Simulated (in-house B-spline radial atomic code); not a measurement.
Configurations of the thallium ion Tl⁺, with energies counted from [Xe] 4f14 5d10 6s2. Level of theory: Dirac-Hartree-Fock, average of configuration, Fermi nucleus of rms radius 5.4759 fm; calculated with an all-electron radial atomic-structure program (B-spline basis). Energies include first-order Breit, QED and recoil terms.

Occupations are held fixed; configurations that lie above the ionisation limit could autoionise.

```
                      configuration  E - E(ref) (eV)  highest orbital  its <r> (bohr)
             [Xe] 4f14 5d10 6s1 9d1           16.937            9d5/2           27.12
            [Xe] 4f14 5d10 6s1 10p1           17.001           10p3/2           29.66
             [Xe] 4f14 5d10 6s1 9f1           17.513            9f5/2           44.44
[Kr] 4d10 4f14 5s2 5p5 5d10 5g1 6s2            95.93            5g7/2           13.74
[Kr] 4d10 4f14 5s2 5p5 5d10 6s2 7f1           96.572            7f5/2           23.46
[Kr] 4d10 4f14 5s2 5p5 5d10 6s2 9d1           96.655            9d5/2           26.79
             [Xe] 4f13 5d10 6s2 8d1           131.78            8d5/2           18.26
[Kr] 4d9 4f14 5s2 5p6 5d10 6s2 10s1           410.76           10s1/2           25.26
[Kr] 4d9 4f14 5s2 5p6 5d10 6s2 10p1           410.98           10p3/2           29.16
[Kr] 4d9 4f14 5s2 5p6 5d10 6s2 10f1            411.7           10f5/2           56.94
```

Q: Order these further configurations by energy, lowest first.
A. [Xe] 4f14 5d9 6s2 7s1
B. [Kr] 4d10 4f14 5s2 5p5 5d10 6s2 8g1
C. [Kr] 4d9 4f14 5s2 5p6 5d10 6s2 6g1
D. [Kr] 4d10 4f14 5s2 5p5 5d10 6s2 10f1
E. [Kr] 4d10 4f14 5s2 5p5 5d10 6s2 6g1

A: A (20.931 eV), E (96.595 eV), B (97.257 eV), D (97.427 eV), C (410.87 eV).

Q: How far above the reference does [Xe] 4f14 5d10 6s1 9p1 lie?

A: 16.431 eV; its least bound orbital is 9p3/2 with <r> = 20.9 bohr.

Q: How far above the reference does [Xe] 4f14 5d10 5g1 6s1 lie?

A: 16.195 eV; its least bound orbital is 5g7/2 with <r> = 13.75 bohr.

Q: How far above the reference does [Xe] 4f13 5d10 6s2 9p1 lie?

A: 131.88 eV; its least bound orbital is 9p3/2 with <r> = 20.47 bohr.
